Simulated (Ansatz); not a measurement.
Relaxation of BrH$_{6}$NSi (9 atoms, charge 0, multiplicity 1), to a largest force component of 0.03 eV/Å in at most 50 steps.

The calculation used RKS PBE0-D4/def2-SVP (Ansatz 0.2.0).

```xyz
9
Properties=species:S:1:pos:R:3:forces:R:3
Si -0.930 -0.019 -0.264 -0.43 -0.96 0.36
Br 2.516 0.618 -1.154 -0.65 0.45 0.44
H -0.784 -0.906 -1.454 -0.01 0.00 -0.01
H -2.359 0.058 0.172 0.01 0.00 0.00
N 0.034 -0.639 1.020 0.08 -0.14 -0.07
H 1.347 1.210 -0.478 0.87 -0.41 -0.50
H -0.562 1.323 -0.693 0.23 0.92 -0.28
H -0.125 -0.446 1.999 -0.01 0.01 0.02
H 0.863 -1.200 0.852 -0.09 0.12 0.04
```

**Question.** Where does it end, and by what steps?

**Answer.** The run converged. After 13 steps the energy has fallen by 0.116 eV; Br2 moved furthest, 0.43 Å.

| step | energy less start (eV) | largest force component (eV/Å) | accepted |
| --- | --- | --- | --- |
| 0 | 0.0000 | 0.956 | yes |
| 1 | -0.0803 | 0.273 | yes |
| 2 | -0.0867 | 0.174 | yes |
| 3 | -0.0863 | 0.263 | no |
| 4 | -0.0931 | 0.084 | yes |
| 5 | -0.0974 | 0.095 | yes |
| 6 | -0.1002 | 0.095 | yes |
| 7 | -0.1020 | 0.323 | yes |
| 8 | -0.1076 | 0.274 | yes |
| 9 | -0.1110 | 0.336 | yes |
| 10 | -0.1136 | 0.191 | yes |
| 11 | -0.1153 | 0.035 | yes |
| 12 | -0.1156 | 0.032 | yes |
| 13 | -0.1158 | 0.021 | yes |

```xyz
9
Properties=species:S:1:pos:R:3
Si -1.000 -0.081 -0.228
Br 2.760 0.759 -0.828
H -1.020 -0.948 -1.442
H -2.377 0.134 0.303
N -0.056 -0.833 1.005
H 1.431 1.290 -0.868
H -0.507 1.272 -0.699
H -0.134 -0.499 1.960
H 0.903 -1.092 0.797
```

Run time: 20 s on 2 threads of AMD EPYC 9R14 (Zen 4), with other jobs on the host, peak memory 0.21 GiB.
